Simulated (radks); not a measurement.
Values are calculated unless marked as measured or tabulated.
Problem. The mean radii <r> (bohr) of the occupied orbitals of an atom or ion are listed with their occupations. Code: a radial shooting solver on a logarithmic mesh with Libxc functionals. Model: scalar-relativistic Kohn-Sham, SCAN, spin-polarised, spherical densities, finite nucleus; meta-GGA in the generalised Kohn-Sham scheme; Fermi nuclear charge, rms radius of each element as measured or else 0.836 A^(1/3) + 0.57 fm.

| orbital | occ. | <r> |
|---|---|---|
| 1s up | 1 | 0.01966 |
| 1s down | 1 | 0.01966 |
| 2s up | 1 | 0.08329 |
| 2s down | 1 | 0.08329 |
| 2p up | 3 | 0.07414 |
| 2p down | 3 | 0.07414 |
| 3s up | 1 | 0.2164 |
| 3s down | 1 | 0.2164 |
| 3p up | 3 | 0.2161 |
| 3p down | 3 | 0.2161 |
| 3d up | 5 | 0.1962 |
| 3d down | 5 | 0.1962 |
| 4s up | 1 | 0.4880 |
| 4s down | 1 | 0.4881 |
| 4p up | 3 | 0.5182 |
| 4p down | 3 | 0.5183 |
| 4d up | 5 | 0.5608 |
| 4d down | 5 | 0.5607 |
| 5s up | 1 | 1.192 |
| 5p up | 3 | 1.394 |
| 5p down | 3 | 1.395 |
| 4f up | 7 | 0.7545 |
| 4f down | 7 | 0.7522 |

Name the element and its charge.

Solution. Z = 70, ytterbium, charge +3: Yb3+ in [Kr] 4d10 4f14 5p6 5s(up 1, down 0). The 1s radius gives Z: for a bare nucleus <r> = (2 gamma + 1)/(2Z) with gamma = sqrt(1 - (Z/c)^2), 0.01942 bohr for Z = 70, and screening makes it slightly larger (0.01966 here). The occupations add up to 67, and the charge is Z minus that.
